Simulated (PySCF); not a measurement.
CH5ClFNSi, SMILES F[Si@@H](CN)Cl. Atoms are numbered in the order given.

```xyz
10

N     -2.5105     0.1617     0.8069
C     -1.4748    -0.6103     0.1049
Si     0.2393     0.1348     0.3417
F      0.1433     1.6942    -0.1643
Cl     1.7145    -0.8107    -0.7737
H     -2.3312     0.1768     1.8196
H     -2.4899     1.1431     0.4997
H     -1.7105    -0.6558    -0.9808
H     -1.4891    -1.6664     0.4514
H      0.6568     0.1782     1.7808
```

Geometry optimised at PBE-D3(BJ)/def2-SVP. The structure was generated by enumeration; whether it is a known compound was not checked. One conformer was computed; it need not be the lowest.

Computed with PBE-D3(BJ)/def2-SVP in PySCF 2.14.0.

Frequencies are harmonic and unscaled.

```
mode  ν (cm⁻¹)  IR (km/mol)    moving atoms (share of kinetic energy)
----  --------  -----------  ----------------------------------------
1           76          1.0    H 30 %, N 30 %, C 13 %, F 11 %, Si 9 %
2          106          2.6  N 26 %, Cl 20 %, Si 19 %, F 14 %, H 14 %
3          211         10.3   F 43 %, H 15 %, Cl 13 %, N 12 %, C 11 %
4          242         31.5                   H 36 %, F 27 %, Si 24 %
5          284          0.3    Cl 29 %, N 27 %, C 14 %, H 14 %, F 8 %
6          328         32.3                                    H 80 %
7          537         86.3                  Si 46 %, Cl 35 %, H 10 %
8          652          9.3                            H 57 %, C 33 %
9          712        134.3                   Si 33 %, H 33 %, C 29 %
10         789         76.0                             H 82 %, F 8 %
11         812         45.1                            H 66 %, F 20 %
12         825        223.9                            H 69 %, N 24 %
13         890        144.3                   Si 42 %, F 30 %, H 24 %
14        1049         11.7                                    H 96 %
15        1064          5.9                    C 44 %, N 33 %, H 22 %
16        1217          1.2                            H 74 %, C 24 %
17        1320          0.2                            H 82 %, N 10 %
18        1365          5.1                                    H 93 %
19        1585         19.2                                    H 92 %
20        2188        115.3                                    H 97 %
21        2973          9.7                                    H 95 %
22        3029          4.8                             H 91 %, C 9 %
23        3405          1.6                                    H 96 %
24        3490          3.3                             H 92 %, N 8 %
```
